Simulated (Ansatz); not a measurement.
Reaction (redistribution): `[SiH3][O][Mg][Cl]` + `C[O][V](=[O])([OH])[F]` → `C[O][Mg][O][SiH3]` + `[O]=[V]([OH])([F])[Cl]`

Isolated molecules relaxed with PBE0-D4/def2-TZVP in Ansatz; ΔE leaves out vibrations. CBS: MP2 limit from def2 TZ/QZ plus the TZ coupled-cluster correction, frozen cores. Functionals use def2-TZVPP. For Mg, V outer-core shells are correlated without core-valence functions, which leaves a few kJ/mol of doubt a bond. Scalar relativity is left out up to krypton. One conformer a species, not always the lowest.

CCSD(T)/CBS gives +19.7 kcal/mol.

Question: Another level gave +19.6 kcal/mol. Which?
A. LDA (SPW92)/def2-TZVPP
B. MP2/def2-TZVPP
C. B2PLYP/def2-TZVPP
D. HF/def2-TZVPP

Answer: A. LDA (SPW92) 19.6, B2PLYP 18.2, HF/def2-TZVPP 22.4, MP2/def2-TZVPP 15.5 kcal/mol.

Largest T1 diagnostic among the species: 0.032, so the coupled-cluster value is less sure than usual.

Leaving LDA and LC-ωPBE aside and taking each functional with its dispersion term where it has one, the values, not all of them listed here, spread over 2.5 kcal/mol, from B2PLYP to ωB97X-V. In def2-TZVPP, CCSD(T) changes the Hartree–Fock value by −2.6 kcal/mol (the triples alone add −0.0 kcal/mol) and MP2 by −6.9 kcal/mol. At CCSD(T), def2-SVP lies +2.3 kcal/mol from the extrapolated value and def2-TZVPP +0.1 kcal/mol.
